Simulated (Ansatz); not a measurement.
CH5ClFNSn (`C[NH][SnH]([F])[Cl]`), relaxed with RKS PBE-D4/def2-SVP in Ansatz from a rough embedded geometry. The force threshold is 0.03 eV/Å; the program also tests the step.

Charge 0, multiplicity 1. Sn takes the def2 core potential.

Start:

```xyz
10

C     1.020   -0.941   -0.265
N    -0.228   -0.621   -0.788
Sn   -0.875    1.093    0.118
F     0.307    2.573   -0.159
Cl   -1.123    0.738    2.444
H     1.037   -1.088    0.869
H     1.429   -1.871   -0.702
H     1.778   -0.120   -0.446
H    -0.882   -1.336   -0.514
H    -2.462    1.572   -0.556
```

```csv
step,energy (eV),largest force (eV/Å),largest move (Å)
1,-23661.6605,2.707,0.000
2,-23661.9435,1.221,0.197
3,-23662.0026,0.570,0.070
4,-23662.0189,0.140,0.079
5,-23662.0219,0.115,0.042
6,-23662.0227,0.110,0.056
7,-23662.0244,0.047,0.036
8,-23662.0247,0.016,0.017
```

End:

```xyz
10

C     1.102   -0.981   -0.222
N    -0.236   -0.592   -0.670
Sn   -1.046    1.098    0.140
F     0.335    2.436   -0.206
Cl   -1.173    1.038    2.513
H     1.160   -1.370    0.821
H     1.509   -1.762   -0.900
H     1.778   -0.105   -0.293
H    -0.896   -1.379   -0.633
H    -2.532    1.616   -0.551
```

Hardware: 4 threads of an AMD EPYC 7B13 on a shared host. Wall time 10 s, peak host memory 0.2 GiB.
